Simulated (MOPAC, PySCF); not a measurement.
[Zn(CH3)(SH)], neutral singlet in the gas phase. 

Cartesian coordinates (Å):
```xyz
7

Zn    -0.0682    -0.0465    -0.0255
C      1.5328    -0.9966    -0.5648
H      2.0443    -0.4629    -1.3917
H      1.2904    -2.0209    -0.9137
H      2.2463    -1.0799     0.2802
S     -1.8825     1.0438     0.5612
H     -1.8399     0.5102     1.8165
```
Charge 0, spin multiplicity 1.

All levels are single points at this geometry (PBE-D3(BJ)/def2-SVP); Pople sets use spherical d functions. Orbital energies aren't observables, and empty levels follow the basis.

HF/3-21G in PySCF gives gap (eV) = 11.74.

Question: Estimate the gap (eV) from each of these levels: B3LYP-D3(BJ)/def2-TZVP in PySCF; PBE-D3(BJ)/def2-TZVP in PySCF; TPSSh-D3(BJ)/def2-TZVP in PySCF; B3LYP/3-21G in PySCF; B3LYP/6-311+G** (LANL2DZ on Zn) in PySCF; B3LYP/LANL2DZ in PySCF; BP86/6-31G* (LANL2DZ on Zn) in PySCF; HF/6-31G* (LANL2DZ on Zn) in PySCF; HF/STO-3G in PySCF; PM3 in MOPAC; PM6 in MOPAC; PM7 in MOPAC.

Answer: 
```tsv
level	gap (eV)
B3LYP-D3(BJ)/def2-TZVP in PySCF	6.20
PBE-D3(BJ)/def2-TZVP in PySCF	4.79
TPSSh-D3(BJ)/def2-TZVP in PySCF	5.80
B3LYP/3-21G in PySCF	6.27
B3LYP/6-311+G** (LANL2DZ on Zn) in PySCF	5.86
B3LYP/LANL2DZ in PySCF	6.07
BP86/6-31G* (LANL2DZ on Zn) in PySCF	4.71
HF/6-31G* (LANL2DZ on Zn) in PySCF	11.44
HF/STO-3G in PySCF	8.56
PM3 in MOPAC	9.05
PM6 in MOPAC	8.61
PM7 in MOPAC	8.57
```
